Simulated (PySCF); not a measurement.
Job for PySCF: D3(BJ) and D4 dispersion corrections on CH5FS (a complex).

```python
from pyscf import gto
from pyscf.dispersion import dftd3, dftd4

mol = gto.M(
    atom='''
    F     0.31125763    0.51762906   -0.58608291
    H     0.47660562    0.05954985    0.22383835
    C     0.22612693    1.17842446    2.81184863
    S     0.62349914   -0.52910083    2.30399625
    H    -0.14104048    1.19934672    3.83476581
    H     1.16055890    1.73304222    2.75476458
    H    -0.49346416    1.62526909    2.13086053
    H    -0.62355323   -1.02449205    2.37116449
    ''',
    basis='def2-svp',
    charge=0, spin=0, verbose=0, max_memory=1800)
d3, d4 = {}, {}
for xc in ['hf', 'pbe', 'blyp', 'revpbe', 'tpss', 'r2scan', 'b3lyp', 'pbe0', 'bhlyp', 'camb3lyp', 'b2plyp']:
    d3[xc] = float(dftd3.DFTD3Dispersion(mol, xc=xc, version='d3bj', atm=False).get_dispersion()['energy'])
    print(f'D3(BJ) {xc:10s} {d3[xc]:14.8f} Eh')
for xc in ['hf', 'pbe', 'blyp', 'revpbe', 'tpss', 'r2scan', 'b3lyp', 'pbe0', 'bhlyp', 'camb3lyp', 'b2plyp']:
    d4[xc] = float(dftd4.DFTD4Dispersion(mol, xc={'camb3lyp': 'cam-b3lyp'}.get(xc, xc), atm=True).get_dispersion()['energy'])
    print(f'D4     {xc:10s} {d4[xc]:14.8f} Eh')
```

The log:

```
D3(BJ) hf            -0.03580372 Eh
D3(BJ) pbe           -0.00435190 Eh
D3(BJ) blyp          -0.00919076 Eh
D3(BJ) revpbe        -0.01133926 Eh
D3(BJ) tpss          -0.00541584 Eh
D3(BJ) r2scan        -0.00116506 Eh
D3(BJ) b3lyp         -0.00747065 Eh
D3(BJ) pbe0          -0.00368109 Eh
D3(BJ) bhlyp         -0.00573840 Eh
D3(BJ) camb3lyp      -0.00321036 Eh
D3(BJ) b2plyp        -0.00338077 Eh
D4     hf            -0.01362506 Eh
D4     pbe           -0.00361916 Eh
D4     blyp          -0.00813213 Eh
D4     revpbe        -0.01223189 Eh
D4     tpss          -0.00490456 Eh
D4     r2scan        -0.00089358 Eh
D4     b3lyp         -0.00580256 Eh
D4     pbe0          -0.00302407 Eh
D4     bhlyp         -0.00409373 Eh
D4     camb3lyp      -0.00302050 Eh
D4     b2plyp        -0.00252421 Eh
```

The run finished.

Cost: about 0.03 core-seconds (a rough figure).
